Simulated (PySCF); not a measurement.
TDDFT excited states: C4H7FO3S

C₄H₇FO₃S.
SMILES: `C(=C(/F)OC)/S(=O)(=O)C`

Theory: PySCF, TDDFT CAM-B3LYP/def2-SVPD, vertical, gas phase, core orbitals frozen in the response. One conformer (not necessarily the lowest) at the PBE0-D3(BJ)/def2-SVP geometry, without solvent, vibrations or thermal averaging. Torsions of this conformer, `[CH3:1][O:2]/[C:3]([F:4])=[CH:5]/[S:6]([CH3:7])(=[O:8])=[O:9]`: C1–O2–C3–F4 8°, C3–C5–S6–C7 77°.

Task: List the vertical singlet excitations with oscillator strengths and describe the spectrum.

Result: 

| state | E (eV) | E (kJ/mol) | λ (nm) | f | \|μ\| (D) | main configurations (H = HOMO, L = LUMO) |
| --- | --- | --- | --- | --- | --- | --- |
| S1 | 6.54 | 631 | 189.4 | 0.443 | 4.23 | H→L (91%) |
| S2 | 6.73 | 650 | 184.1 | 0.057 | 1.49 | H→L+1 (85%) |
| S3 | 6.85 | 661 | 181.0 | 0.059 | 1.50 | H-1→L (86%) |
| S4 | 7.28 | 702 | 170.4 | 0.0098 | 0.60 | H-2→L (85%) |
| S5 | 7.63 | 737 | 162.4 | 0.0017 | 0.24 | H→L+5 (26%), H→L+6 (21%), H→L+3 (13%) |
| S6 | 7.70 | 743 | 161.1 | 0.0080 | 0.53 | H-3→L (78%) |

The lowest singlet comes at 189 nm (631 kJ/mol) in the vacuum ultraviolet; it is strong; its leading configuration is HOMO→LUMO (91%). The lowest level is also the most intense of those listed (f = 0.443). Löwdin shares by element: HOMO carbon 55% or more, oxygen 25% or more (atoms not listed hold the other 20%); LUMO carbon 51% or more, oxygen 11% or more, sulfur 10% (atoms not listed hold the other 28%). Orbital energies (eV): HOMO-3 -10.54, HOMO-2 -10.01, HOMO-1 -9.81, HOMO -9.04, LUMO 0.44, LUMO+1 0.66, LUMO+2 1.31. Weighted by f, the mean energy of these states is 6.63 eV. The oscillator strengths of these states sum to 0.578; summed over the whole spectrum of an exact calculation they would give the number of electrons, 80 (Thomas–Reiche–Kuhn). Singlets were solved by full linear response.

Cost: about 3 min of CPU time on one thread; the machine was shared, so the figure is rough.
